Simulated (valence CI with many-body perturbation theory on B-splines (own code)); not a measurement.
# E1 transitions of Au LXVII

Level of theory: relativistic CI+MBPT: three valence electrons over a frozen Dirac-Fock core [Ne], radial functions for each j: 11 s, 11 p, 9 d, 7 f, 5 g, 2 h, 1 i, with the one-electron correlation potential Σ1 (screened to all orders), the two-electron term Σ2, the three-electron term Σ3, Breit, model QED; selected single and double excitations, second order for the rest (own B-spline code, finite nucleus).

The last digits are not significant, and no measured levels were compared; by estimate large intervals hold to a few tenths of a per cent, small ones and those within an open d or f shell to about a per cent.

Lines 101 to 150 of 275 in falling wavelength, among levels below 1825.8 eV, chosen from the strongest by gf and those to the six lowest levels. Wavelengths and rates use the calculated energies. Electric multipoles are in the length gauge, E1 and E2 with the static RPA response of the core. Weak lines are less certain than strong ones. Lines between different terms over intervals too small for the method are left out, as are lines whose strength nearly cancels. The highest levels of a list are the least certain.

Levels are named by their leading jj configuration (3d3/2^4 stands for four electrons in 3d with j = 3/2), which in mixed levels can hold well under half, so a name can repeat and another be missing. Letters in brackets count levels of one name in rising energy.

```csv
λ vac (nm),Upper,Lower,A (s⁻¹),S (a.u.) with core polarisation,S without
1.906,(3s 3p1/2 3p3/2) J=3/2 [a],(3s^2 3p1/2) J=1/2,2.29e+10,3.13e-04,3.17e-04
1.887,(3s 3p3/2 3d5/2) J=5/2 [a],(3s^2 3d5/2) J=5/2,6.58e+11,1.31e-02,1.33e-02
1.886,(3p1/2 3p3/2 3d5/2) J=7/2 [a],(3s 3p1/2 3d5/2) J=5/2 [b],2.01e+11,5.33e-03,5.41e-03
1.870,(3s 3p3/2^2) J=5/2,(3s^2 3p3/2) J=3/2,1.19e+12,2.30e-02,2.34e-02
1.864,(3p1/2 3p3/2 3d5/2) J=3/2 [a],(3s 3p1/2 3d5/2) J=3/2,1.43e+12,1.83e-02,1.85e-02
1.862,(3s 3p3/2 3d5/2) J=7/2 [a],(3s^2 3d5/2) J=5/2,1.88e+11,4.78e-03,4.84e-03
1.861,(3p1/2 3p3/2^2) J=3/2,(3s 3p1/2 3p3/2) J=1/2,2.05e+12,2.61e-02,2.64e-02
1.855,(3p1/2 3p3/2 3d5/2) J=7/2 [a],(3s 3p1/2 3d5/2) J=7/2,2.08e+11,5.24e-03,5.32e-03
1.850,(3s 3p3/2 3d5/2) J=3/2 [a],(3s^2 3d5/2) J=5/2,4.23e+11,5.29e-03,5.37e-03
1.845,(3p1/2 3p3/2^2) J=5/2,(3s 3p1/2 3p3/2) J=3/2 [b],1.30e+12,2.42e-02,2.45e-02
1.838,(3p1/2 3p3/2 3d5/2) J=5/2 [a],(3s 3p1/2 3d5/2) J=5/2 [b],1.28e+12,2.36e-02,2.39e-02
1.834,(3p1/2 3p3/2 3d3/2) J=5/2 [a],(3s 3p1/2 3d3/2) J=5/2,6.69e+11,1.22e-02,1.24e-02
1.833,(3p1/2 3p3/2 3d5/2) J=9/2,(3s 3p1/2 3d5/2) J=7/2,1.41e+12,4.29e-02,4.35e-02
1.829,(3p1/2 3p3/2^2) J=3/2,(3s 3p1/2 3p3/2) J=3/2 [b],5.14e+11,6.20e-03,6.29e-03
1.823,(3p1/2 3p3/2 3d3/2) J=3/2 [b],(3s 3p1/2 3d3/2) J=3/2 [c],3.66e+11,4.38e-03,4.44e-03
1.820,(3p1/2 3p3/2 3d3/2) J=5/2 [b],(3s 3p1/2 3d3/2) J=3/2 [c],2.22e+12,3.96e-02,4.02e-02
1.813,(3s 3p3/2 3d3/2) J=3/2 [b],(3s^2 3d3/2) J=3/2,1.93e+12,2.28e-02,2.31e-02
1.811,(3p1/2 3p3/2 3d5/2) J=7/2 [a],(3s 3p1/2 3d5/2) J=5/2 [a],2.34e+12,5.49e-02,5.57e-02
1.810,(3p1/2 3p3/2 3d3/2) J=3/2 [a],(3s 3p1/2 3d3/2) J=5/2,7.80e+11,9.14e-03,9.27e-03
1.810,(3p1/2 3p3/2 3d5/2) J=5/2 [b],(3s 3p1/2 3d5/2) J=3/2,6.71e+11,1.18e-02,1.20e-02
1.810,(3p1/2 3p3/2^2) J=1/2,(3s 3p1/2 3p3/2) J=1/2,5.36e+11,3.14e-03,3.18e-03
1.809,(3p1/2 3p3/2 3d5/2) J=5/2 [a],(3s 3p1/2 3d5/2) J=7/2,4.29e+11,7.52e-03,7.62e-03
1.805,(3s 3p1/2 3d3/2) J=3/2 [a],(3s 3p1/2^2) J=1/2,3.29e+11,3.82e-03,3.87e-03
1.804,(3p1/2 3p3/2 3d5/2) J=7/2 [b],(3s 3p1/2 3d5/2) J=5/2 [b],3.49e+11,8.10e-03,8.21e-03
1.803,(3s 3p3/2 3d5/2) J=7/2 [b],(3s^2 3d5/2) J=5/2,3.92e+12,9.08e-02,9.20e-02
1.803,(3p1/2 3p3/2 3d3/2) J=5/2 [a],(3s 3p1/2 3d3/2) J=3/2 [b],3.39e+11,5.87e-03,5.95e-03
1.800,(3p1/2 3p3/2 3d3/2) J=3/2 [b],(3s 3p1/2 3d3/2) J=1/2,2.90e+11,3.34e-03,3.38e-03
1.790,(3s 3p1/2 3p3/2) J=3/2 [b],(3s^2 3p1/2) J=1/2,1.25e+12,1.41e-02,1.43e-02
1.789,(3p1/2 3p3/2 3d3/2) J=7/2,(3s 3p1/2 3d3/2) J=5/2,2.84e+12,6.42e-02,6.51e-02
1.787,(3p1/2 3p3/2^2) J=5/2,(3s 3p1/2 3p3/2) J=5/2,6.07e+11,1.03e-02,1.04e-02
1.787,(3p1/2 3p3/2 3d3/2) J=1/2 [b],(3s 3p1/2 3d3/2) J=1/2,1.20e+12,6.73e-03,6.82e-03
1.781,(3p1/2 3p3/2 3d5/2) J=1/2,(3s 3p1/2 3d5/2) J=3/2,1.04e+12,5.79e-03,5.86e-03
1.780,(3p1/2 3p3/2^2) J=1/2,(3s 3p1/2 3p3/2) J=3/2 [b],2.89e+12,1.61e-02,1.63e-02
1.780,(3s 3p3/2 3d3/2) J=5/2 [b],(3s^2 3d3/2) J=3/2,7.28e+12,1.22e-01,1.23e-01
1.780,(3p1/2 3p3/2 3d3/2) J=3/2 [a],(3s 3p1/2 3d3/2) J=3/2 [b],6.86e+11,7.63e-03,7.74e-03
1.779,(3p1/2 3p3/2 3d5/2) J=3/2 [a],(3s 3p1/2 3d5/2) J=5/2 [a],7.59e+11,8.43e-03,8.54e-03
1.777,(3p1/2 3d3/2^2) J=5/2,(3p1/2^2 3d3/2) J=3/2,8.20e+11,1.36e-02,1.38e-02
1.776,(3p1/2 3p3/2 3d5/2) J=7/2 [b],(3s 3p1/2 3d5/2) J=7/2,3.94e+11,8.72e-03,8.84e-03
1.772,(3p1/2 3p3/2 3d3/2) J=1/2 [a],(3s 3p1/2 3d3/2) J=3/2 [b],1.82e+12,9.99e-03,1.01e-02
1.772,(3p1/2 3p3/2^2) J=3/2,(3s 3p1/2 3p3/2) J=5/2,5.55e+11,6.10e-03,6.18e-03
1.770,(3p1/2 3p3/2 3d5/2) J=5/2 [b],(3s 3p1/2 3d5/2) J=7/2,2.85e+11,4.67e-03,4.74e-03
1.769,(3s 3p1/2 3d3/2) J=3/2 [b],(3s 3p1/2^2) J=1/2,6.37e+11,6.96e-03,7.05e-03
1.768,(3p1/2 3p3/2 3d5/2) J=5/2 [a],(3s 3p1/2 3d5/2) J=5/2 [a],1.85e+11,3.03e-03,3.07e-03
1.766,(3p1/2 3p3/2 3d3/2) J=5/2 [a],(3s 3p1/2 3d3/2) J=3/2 [a],8.35e+11,1.36e-02,1.38e-02
1.763,(3s 3p3/2 3d3/2) J=1/2 [b],(3s^2 3d3/2) J=3/2,5.76e+12,3.12e-02,3.16e-02
1.761,(3s 3p3/2^2) J=1/2,(3s^2 3p3/2) J=3/2,3.52e+12,1.90e-02,1.92e-02
1.761,(3s 3p1/2 3p3/2) J=1/2,(3s^2 3p1/2) J=1/2,4.87e+12,2.62e-02,2.66e-02
1.759,(3s 3p3/2 3d3/2) J=3/2 [a],(3s 3p1/2 3p3/2) J=3/2 [b],9.02e+10,9.70e-04,9.83e-04
1.758,(3p1/2 3p3/2 3d5/2) J=3/2 [b],(3s 3p1/2 3d5/2) J=5/2 [b],2.03e+12,2.18e-02,2.21e-02
1.754,(3s 3p3/2 3d3/2) J=1/2 [a],(3s 3p1/2 3p3/2) J=3/2 [b],7.75e+11,4.13e-03,4.19e-03
```
